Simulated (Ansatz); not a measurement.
Isolated molecules relaxed with PBE0-D4/def2-TZVP in Ansatz; ΔE leaves out vibrations. CCSD(T)/CBS is the MP2 limit (def2-TZVPP, def2-QZVPP) plus CCSD(T) − MP2 in def2-TZVPP, frozen cores. Double bonds are as drawn, so ΔE can hold a change between cis and trans. DFT in def2-TZVPP. Each species was taken in one conformer, which may not be the lowest.

Reaction (isomerisation): `O/C([SiH3])=C/[SiH3]` → `O[SiH2]/C=C/[SiH3]`

CCSD(T)/CBS gives -37.1 kcal/mol.

(1) Another level gave -37.3 kcal/mol. Which?
A. PBE0/def2-TZVPP
B. CCSD/def2-TZVPP
C. LC-ωPBE/def2-TZVPP
D. HF/def2-TZVPP

Largest T1 diagnostic among the species: 0.013.

Answers

(1) B. CCSD/def2-TZVPP -37.3, LC-ωPBE -34.6, PBE0 -33.5, HF/def2-TZVPP -39.9 kcal/mol.

From r2SCAN to r2SCAN0 (25 % exact exchange), in def2-TZVPP and without D4, ΔE moves by −1.3 kcal/mol. At CCSD(T), def2-SVP lies +6.9 kcal/mol from the extrapolated value and def2-TZVPP +0.7 kcal/mol. The D4 term adds +0.9 kcal/mol with B3LYP and +0.5 kcal/mol with PBE0; it sums over pairs of atoms, weighted by their polarisabilities, and B3LYP, whose exchange is more repulsive, gets the larger term.

B3LYP here is the variant with VWN-RPA as its local correlation; programs differ in this.
